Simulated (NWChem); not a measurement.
Species: C2H6ClNSi; SMILES C/C=N/[SiH2]Cl

```xyz
11

C     -0.6431     3.0800     0.0878
C      0.0637     1.8016    -0.2438
N      0.0153     0.7625     0.5031
Si     0.8473    -0.7305     0.1017
Cl    -0.5811    -2.2148    -0.1823
H     -1.3498     3.3461    -0.7278
H     -1.1903     2.9877     1.0442
H      0.0859     3.9167     0.1476
H      0.6430     1.8274    -1.2087
H      1.7040    -1.1252     1.2639
H      1.6615    -0.6240    -1.1651
```
Atoms are numbered in this order, from 1.

Level: PBE-D3(BJ)/def2-SVP (NWChem), optimised geometry, unscaled harmonic frequencies. 

Task: List the harmonic frequencies with IR intensities, and the thermochemistry.

Result: 
```tsv
frequency (cm⁻¹)	IR intensity (km/mol)
66	2.3
116	2.1
170	0.7
186	0.6
276	7.1
422	2.8
546	64.4
611	56.2
680	26.4
743	65.4
804	44.9
862	282.8
918	100.5
951	34.5
1054	0.1
1100	10.4
1311	14.5
1354	8.2
1381	27.0
1394	10.9
1709	288.8
2126	122.8
2202	99.0
2842	72.0
2964	3.2
3039	3.2
3102	3.8
```

```yaml
zero_point_energy: 47.1 kcal/mol
thermal correction to the enthalpy at 298.15 K (with zero-point energy): 52.1 kcal/mol
heat capacity Cv: 23.8 cal/(mol K)
entropy at 298.15 K and 1 atm (symmetry number 1): 84.5 cal/(mol K)
dipole_moment: 2.83 D
```

Rigid rotor and harmonic oscillator; modes under 100 cm⁻¹ make the entropy uncertain.
